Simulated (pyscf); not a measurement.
`[SiH3][SiH]=[AsH]` → `[SiH2]1[SiH2][AsH]1`, a rearrangement (singlet surface; H–Si broken, As–Si, H–Si formed). PySCF, gas phase, ωB97X-D3(BJ)/def2-SVP geometries. Correlated levels are frozen-core, on RHF or UHF. ΔMP2 is the change of the MP2 total energy from the triple- to the quadruple-zeta basis. Energies in eV from the reactant's lowest minimum found.

Small-basis levels: PySCF, no dispersion term, spherical d functions. 

Q: Quick B3LYP/6-31G*+LANL2DZ single points give ΔE‡ = 1.86 eV and ΔE = -0.13 eV. What does CCSD(T)/def2-TZVPP + ΔMP2(QZVPP) give, and how far is the quick result from it?

A: CCSD(T)/def2-TZVPP + ΔMP2(QZVPP) gives ΔE‡ = 1.78 eV and ΔE = -0.34 eV. B3LYP/6-31G*+LANL2DZ lies 0.08 eV over it in the barrier and 0.21 eV over it in the reaction energy, so on this step it does not hold to within 0.13 eV. CCSD(T)/def2-TZVPP + ΔMP2(QZVPP) has limits of its own. This is the saddle that the search found; another between the same sides may lie lower. A restricted solution here is unstable towards spin polarisation, so biradical character is likely and single-reference numbers are less safe. The CCSD(T) − MP2 part came from Ansatz, without density fitting, on the same reference. The frozen core leaves the outer d or s,p core shells of the metals and heavy elements correlated in the MP2 and CC values, and def2-TZVPP describes them poorly, which can shift differences by a few kcal/mol. In the def2 sets elements up to Kr have no core potential.
